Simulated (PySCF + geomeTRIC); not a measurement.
The multiplicity is imposed and other spin states were not computed.

Species: [Zn(NH2)(SH)] (charge 0, multiplicity 1).

Question: Give a relaxed geometry from PySCF + geomeTRIC with TPSS-D3(BJ)/def2-SVP.

Answer: This is not unique; one that fits is the end point of this relaxation, one of several conformers.
Cartesian coordinates (Å) in one orientation:
```xyz
6

Zn    -0.026     0.119     0.057
N     -1.262    -1.030     0.764
H     -2.082    -0.576     1.183
H     -0.896    -1.672     1.477
S      1.410     1.395    -0.975
H      1.167     0.816    -2.180
```
